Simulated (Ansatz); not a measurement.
Reactions of `CC1=C(C)B1`.

Gas-phase electronic energies from Ansatz, PBE0-D4/def2-TZVP geometries. CBS: MP2 limit from def2 TZ/QZ plus the TZ coupled-cluster correction, frozen cores. Functionals use def2-TZVPP. For Ga, Ge outer-core shells are correlated without core-valence functions, which leaves a few kJ/mol of doubt a bond. Scalar relativity is left out up to krypton. One conformer a species, not always the lowest.

```
                                                      reaction  CCSD(T)/CBS(def2) (kcal/mol)
        `CC1=C(C)B1` + `[SH][GeH3]` → `C[S][GeH3]` + `CC1=CB1`                           7.4
`CC1=C(C)B1` + `F[SiH]1CC1` → `C[C@@H]1C[Si@@H]1F` + `CC1=CB1`                           4.5
        `CC1=C(C)B1` + `[SH][GaH2]` → `C[S][GaH2]` + `CC1=CB1`                             ?
             `CC1=C(C)B1` + `COB(C)O` → `CCB(O)OC` + `CC1=CB1`                           6.8
```

Task: Fill in the missing values. (An estimate is asked.)

Result: Computed: `CC1=C(C)B1` + `[SH][GaH2]` → `C[S][GaH2]` + `CC1=CB1`: +8.5 kcal/mol.

Largest T1 diagnostic: 0.013, for `[SH][GaH2]`.
